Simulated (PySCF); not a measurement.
# C₆ coefficients of unlike pairs at PBE

Calculated with PySCF 2.14 from the dipole response of each species, C₆(A,B) = (3/π) ∫ α_A(iu) α_B(iu) du, in atomic units, from isotropic polarisabilities. For ions this is the dispersion term alone; charge-induced terms of lower order in 1/R come first.

```csv
species,configuration,basis,relativity,α (bohr³),C₆ (like pair)
Ti³⁺,[Ar] 3d1 (2D),dyall-av2z (16s12p7d2f),none,2.268,5.852
As²⁺,[Ar] 3d10 4s2 4p1 (2P),aug-cc-pVQZ-PP with ECP10MDF (7s6p5d3f2g),core potential,10.20,44.09
Sc⁺,[Ar] 3d1 4s1 (3D),aug-cc-pVQZ-DK (9s8p6d4f3g2h),spin-free X2C,58.85,398.9
Kr⁺,[Ar] 3d10 4s2 4p5 (2P),def2-TZVPPD (7s6p5d1f),none,11.06,67.67
```

**Question.** Estimate C₆ for Kr⁺ with Sc⁺.

**Answer.** The integral gives 133.4. The combination rule 2 C_A C_B / (C_A α_B/α_A + C_B α_A/α_B) gives 124.1 and the geometric mean 164.3.

No spin-orbit coupling is included.

The other pairs:

```json
{"pair": "Kr⁺, Ti³⁺", "C₆": "18.60"}
{"pair": "As²⁺, Ti³⁺", "C₆": "14.40"}
{"pair": "Sc⁺, As²⁺", "C₆": "114.5"}
{"pair": "Kr⁺, As²⁺", "C₆": "54.21"}
{"pair": "Sc⁺, Ti³⁺", "C₆": "31.75"}
```
